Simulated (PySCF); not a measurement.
Correlation energy of Nb²⁺ (niobium, charge +2)

[Kr] 4d2 5s1, high-spin 4F determinant (an excited configuration). Computed with PySCF 2.14 in x2c-QZVPPall (13s8p7d3f2g, 111 functions), with the spin-free X2C one-electron Hamiltonian (Gaussian nucleus). Frozen: [Kr]; 3 electrons correlated.

MP2 pair energies summed by pair of shells (mhartree):

| pair | energy | share (%) |
| --- | --- | --- |
| 4d-5s | -9.09 | 69.8 |
| 4d-4d | -3.94 | 30.2 |

Total MP2 correlation energy: -13.03 mhartree.

Same-spin part -13.03 and opposite-spin part 0.00 mhartree; SCS-MP2 scales them by 1/3 and 6/5 to -4.34 mhartree.
